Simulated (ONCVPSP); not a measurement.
## Plane-wave convergence, ONCV potential for cobalt (Co)

- Element: cobalt
- Generator: ONCVPSP 4.0.1
- Type: optimised norm-conserving Vanderbilt (ONCV)
- Functional: PBEsol
- Relativity: fully relativistic
- Frozen core: [Ar]
- Valence charge: 9
- Reference configuration: 3d8 4s1
- Partial waves: 4s: rc 1.90 bohr, ncon 3, nbas 6, qcut 4.4 1/bohr, 2 projectors, debl 0.8 Ha; p scattering state at 0.33 Ha: rc 1.90 bohr, ncon 3, nbas 6, qcut 4.6 1/bohr, 3 projectors, debl 3 Ha; 3d: rc 0.95 bohr, ncon 4, nbas 8, qcut 17.9 1/bohr, 3 projectors, debl 3.2 Ha
- Local potential: polynomial inside 0.85 bohr (lpopt 1, dvloc0 -1 Ha)
- Core correction: Teter function fitted to the true core (icmod 2), fcfact 0.65

Open shells are filled in proportion to 2j + 1.

Question: For each optimised wave give the share of its norm inside rc, the residual kinetic energy above qcut (Ha) and the cutoffs (Ha) for errors of 10, 1, 0.1 and 0.01 mHa per electron.

Answer:

| wave | norm inside rc | residual KE | 10 mHa | 1 mHa | 0.1 mHa | 0.01 mHa |
| --- | --- | --- | --- | --- | --- | --- |
| 4s | 0.154 | 1.0e-05 | 2.8 | 4.8 | 6.4 | 10.6 |
| s projector 2 | 0.164 | 1.4e-04 | 4.9 | 7.5 | 10.2 | 35.4 |
| p projector 1 j=3/2 | 0.068 | 7.3e-05 | 1.0 | 3.4 | 9.1 | 35.0 |
| p projector 2 j=3/2 | 0.140 | 2.5e-02 | 23.5 | 48.5 | 100.5 | not reached |
| p projector 3 j=3/2 | 0.108 | 1.6e-01 | 36.7 | 70.1 | not reached | not reached |
| p projector 1 j=1/2 | 0.077 | 1.3e-04 | 0.8 | 2.3 | 12.2 | 44.5 |
| p projector 2 j=1/2 | 0.140 | 3.9e-02 | 35.4 | 58.2 | not reached | not reached |
| p projector 3 j=1/2 | 0.109 | 1.6e-01 | 50.5 | 78.3 | not reached | not reached |
| 3d j=5/2 | 0.478 | 1.2e-05 | 88.9 | 109.8 | 127.5 | 246.3 |
| d projector 2 j=5/2 | 0.064 | 2.1e-07 | 82.5 | 106.5 | 125.8 | 141.0 |
| d projector 3 j=5/2 | 0.045 | 9.5e-07 | 88.9 | 113.9 | 132.8 | 147.6 |
| 3d j=3/2 | 0.484 | 1.0e-05 | 88.7 | 109.2 | 126.3 | 180.3 |
| d projector 2 j=3/2 | 0.064 | 1.9e-07 | 82.4 | 106.2 | 125.5 | 140.7 |
| d projector 3 j=3/2 | 0.045 | 9.6e-07 | 88.9 | 113.9 | 132.8 | 147.6 |

The occupied waves need 110 Ha and 128 Ha for 1 and 0.1 mHa. Note: ghosts flagged at negative energy: s at -72.7 eV, p3/2 at -35.6 eV, p1/2 at -29.6 eV; GHOST(+) flagged for p3/2 at 236.8 eV, p1/2 at 241.2 eV. A true bound ghost makes a file unfit for plane-wave use. 4 of 4 tests not solved or not reliable.
